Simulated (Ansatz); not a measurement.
Reaction (atomization): `C/C=C1\CB1F` → B• + 4 C• + F• + 6 H•

Gas-phase electronic energies from Ansatz, PBE0-D4/def2-TZVP geometries. CCSD(T)/CBS adds triple-zeta CCSD(T) − MP2 to the extrapolated MP2 energy (def2 sets, frozen cores). This one scheme is used for every species, atoms too. Functionals use def2-TZVPP. No spin–orbit coupling; open shells (•) take unrestricted orbitals. Spin–orbit coupling would lower the free atoms: a little for B, C, F.

CCSD(T)/CBS gives +5106.3 kJ/mol.

Another level gave +5198.0 kJ/mol. Which?
A. PBE0/def2-TZVPP
B. SCS-MP2/def2-TZVPP
C. PBE0-D4/def2-TZVPP
D. r2SCAN/def2-TZVPP

C. PBE0-D4 5198.0, r2SCAN 5168.2, PBE0 5180.1, SCS-MP2/def2-TZVPP 5054.3 kJ/mol.

Largest T1 diagnostic among the species: 0.014.

In def2-TZVPP, CCSD(T) changes the Hartree–Fock value by +1153.8 kJ/mol (the triples alone add +80.9 kJ/mol) and MP2 by +1278.8 kJ/mol; breaking electron pairs costs correlation energy, which Hartree–Fock lacks. From PBE to PBE0 (25 % exact exchange), in def2-TZVPP and without D4, ΔE moves by −97.2 kJ/mol: exact exchange takes away binding that semilocal exchange gives to molecules. The D4 term adds +34.0 kJ/mol with B3LYP and +17.9 kJ/mol with PBE0; it sums over pairs of atoms, weighted by their polarisabilities, and B3LYP, whose exchange is more repulsive, gets the larger term.

B3LYP here is the variant with VWN-RPA as its local correlation; programs differ in this.

For atomizations the MP2-based limit and the directly extrapolated one differ by several kJ/mol either way, and by 10 to 25 for some Ge, Se and Sn compounds, so smaller differences from it don't rank the levels.
